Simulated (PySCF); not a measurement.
Input of a driver script around PySCF for `[GeH3][GeH2][PH2]`, coordinates in Å (PBE0-D3(BJ)/def2-SVP geometry):
```
{"job": {"kind": "eom", "basis": "aug-cc-pVDZ", "nee": 0}, "charge": 0, "multiplicity": 1}
P     -2.462840    -0.144691    -0.236646
Ge    -0.414129     0.962531    -0.400589
Ge     1.447182    -0.483973     0.160879
H     -2.020929    -1.255083    -1.022918
H     -2.124416    -0.786274     0.996237
H     -0.292424     1.487973    -1.845078
H     -0.462431     2.181074     0.542944
H      1.515240    -1.648404    -0.845097
H      1.226242    -1.067828     1.569175
H      2.793065     0.266222     0.140530
```

Q: What does the run print?

A: 
```
E(HF) = -4495.4866531128
E(MP2) = -4495.8777084256
E(CCSD) = -4495.9420709048
T1 diagnostic = 0.0100

EOM-IP-CCSD (eV)   Koopmans (eV)
   9.1608       9.5522
  10.6597      11.2847
  11.3782      12.0521
  11.6537      12.4750
  12.2079      12.9946
  12.3188      13.1277
  13.5251      14.4311
  16.4963      18.2471
```

Computed, not measured: CCSD and EOM-CCSD/aug-cc-pVDZ in PySCF, restricted Hartree–Fock reference, frozen core, non-relativistic, gas phase, PBE0-D3(BJ)/def2-SVP geometry. Each EOM-IP line stands beside −ε of the orbital with the largest one-hole amplitude.

Q: What correlation energies follow, and how does the T1 diagnostic stand?

A: MP2 -0.39106 Eh, CCSD -0.45542 Eh; CCSD lies 64.4 mEh below MP2. T1 = 0.0100, below the customary warning level of 0.02.

Q: Which orbital leads each EOM-IP root, and how large is the one-hole share of its vector?

A: 9.16 eV: HOMO, one-hole share 0.95; 10.66 eV: HOMO-1, one-hole share 0.95; 11.38 eV: HOMO-2, one-hole share 0.94; 11.65 eV: HOMO-3, one-hole share 0.94; 12.21 eV: HOMO-4, one-hole share 0.93; 12.32 eV: HOMO-5, one-hole share 0.94; 13.53 eV: HOMO-6, one-hole share 0.93; 16.50 eV: HOMO-7, one-hole share 0.84.

On one thread of an Arm Neoverse V1, no GPU, shared host, this took 6.6 min and 2.9 GiB of memory at its peak.

Conformer computed: `[PH2:1][GeH2:2][GeH3:3]`: H–P1–Ge2–Ge3 -50°, H–P1–Ge2–Ge3 43°.
